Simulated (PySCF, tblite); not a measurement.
Species: C5H14FNSi2.
SMILES with atom numbers: `[CH2:1]=[C:2]([F:3])[CH2:4][Si@@:5]([CH3:6])([SiH3:7])[NH:8][CH3:9]` (hydrogens: H10, H11 on C1; H12, H13 on C4; H14, H15, H16 on C6; H17, H18, H19 on Si7; H20 on N8; H21, H22, H23 on C9)

Geometry (GFN2-xTB, Å), atoms numbered from 1 in this order:
```
atom  x, y, z in Å
C1     2.814    1.030    0.467
C2     2.171   -0.086    0.171
F3     2.337   -1.166    0.986
C4     1.206   -0.337   -0.916
Si5   -0.592   -0.506   -0.177
C6    -1.742   -0.372   -1.694
Si7   -0.818   -2.444    1.064
N8    -0.961    0.823    0.868
C9    -0.995    2.213    0.467
H10    2.711    1.901   -0.150
H11    3.466    1.094    1.319
H12    1.475   -1.262   -1.425
H13    1.260    0.477   -1.636
H14   -1.569    0.530   -2.274
H15   -1.607   -1.217   -2.362
H16   -2.781   -0.366   -1.380
H17   -0.263   -2.345    2.415
H18   -0.151   -3.573    0.410
H19   -2.223   -2.834    1.219
H20   -0.699    0.733    1.838
H21   -1.671    2.772    1.118
H22   -1.365    2.277   -0.552
H23   -0.007    2.684    0.508
```

Jobs on this species (23 atoms, 88 electrons) with PySCF (density fitting) and tblite. Hardware of each: one thread of an Arm Neoverse N1, on a shared host. The host was shared with other jobs, so the times are rough.

```tsv
level and settings	work	basis functions	SCF cycles	wall time
GFN2-xTB	L-BFGS relaxation	–	–	?
PBE0/pcSseg-1	shieldings, charges and field gradients, density and orbital grids written	237	14	2.2 min
GFN2-xTB	Hessian by finite differences	–	–	2.2 s
```

Task: Fill in the missing figures.

Result: 
- GFN2-xTB; L-BFGS relaxation: 4.2 s

Task: What do all jobs in the table cost together?

Result: About 2.3 min; the longest takes about 95 % of that, and about 60 times as long as the shortest.
